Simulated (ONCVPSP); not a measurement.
**nickel (Ni): one change to an ONCV potential, before and after**

| Property | Result |
| --- | --- |
| Element | nickel (Ni) |
| Generator | ONCVPSP 4.0.1 |
| Type | optimised norm-conserving Vanderbilt (ONCV) |
| Functional | PW91 |
| Relativity | scalar-relativistic |
| Frozen core | [Ne] |
| Valence charge | 18 |
| Reference configuration | 3s2 3p6 3d8 4s1 (charge +1) |
| Partial waves | 3s+4s: rc 1.50 bohr, ncon 5, nbas 10, qcut 7.8 1/bohr, 2 projectors; 3p: rc 1.20 bohr, ncon 5, nbas 8, qcut 12.3 1/bohr, 2 projectors, debl 1.5 Ha; 3d: rc 1.65 bohr, ncon 4, nbas 9, qcut 10.1 1/bohr, 2 projectors, debl 3.6 Ha; f scattering state at 0.23 Ha: rc 1.40 bohr, ncon 4, nbas 9, qcut 7.8 1/bohr, 1 projector |
| Local potential | polynomial inside 1.20 bohr (lpopt 5, dvloc0 4 Ha) |
| Core correction | none |

In the p channel the program set the typed energies aside and used -2.961, 0.250 Ha.

All-electron outer shells of the reference configuration (PW91, scalar-relativistic, ld1.x):

```
shell  level (eV)  outermost node (bohr)  outermost maximum (bohr)
   2p     -854.09                      –                      0.16
   3s     -120.19                   0.30                      0.64
   3p      -80.58                   0.27                      0.65
   3d      -18.02                      –                      0.63
   4s      -13.25                   0.92                      2.13
```

Change: s: qcut 10.8; p: qcut 17; d: qcut 14; f: qcut 10.8.

Cutoffs: the cutoffs (Ha) at which the residual kinetic energy of the hardest occupied pseudo-wave falls to 1 and 0.1 mHa per electron; they do not see the model core or the augmentation charge, which bear on the density cutoff. Errors are all-electron minus pseudo energies relative to the spin-unpolarised reference configuration.

Problem. Predict the effect on cutoff, ghosts and configuration errors.

Solution. The potential gets harder (41 Ha and 48 Ha → 67 Ha and 87 Ha); of the 4 tests that both files solve, the error grows in 0 and shrinks in 4 by more than 15 % and 0.3 meV (median size 14.4 → 7.1 meV); neither file shows a bound ghost.

| quantity | base | changed |
| --- | --- | --- |
| cutoff, loose | 41 Ha | 67 Ha |
| cutoff, tight | 48 Ha | 87 Ha |
| loose cutoff by channel | s 15 Ha, p 41 Ha, d 39 Ha | s 32 Ha, p 67 Ha, d 53 Ha |
| bound ghosts | none | none |
| GHOST(+) flags under 300 eV | none | none |
| error for 3s2 3p6 3d8 4s2, meV [ΔE -9.39 eV] | +3.3 | +2.7 |
| error for 3s2 3p6 3d8 4s0, meV [ΔE 17.41 eV] | +1.8 | +1.4 |
| error for 3s2 3p6 3d7 4s0, meV [ΔE 54.99 eV] | +72 | +34 |
| error for 3s2 3p6 3d9 4s1, meV [ΔE -11.01 eV] | +25 | +12 |
| s: phases at 1.52 bohr within 0.05 rad from the reference energy up to (Ha; the scan ends near 5) | to the end of the scan | to the end of the scan |
| p: phases at 1.22 bohr within 0.05 rad from the reference energy up to (Ha; the scan ends near 5) | to the end of the scan | to the end of the scan |
| d: phases at 1.68 bohr within 0.05 rad from the reference energy up to (Ha; the scan ends near 5) | to the end of the scan | to the end of the scan |
| f: phases at 1.42 bohr within 0.05 rad from the reference energy up to (Ha; the scan ends near 5) | to the end of the scan | to the end of the scan |
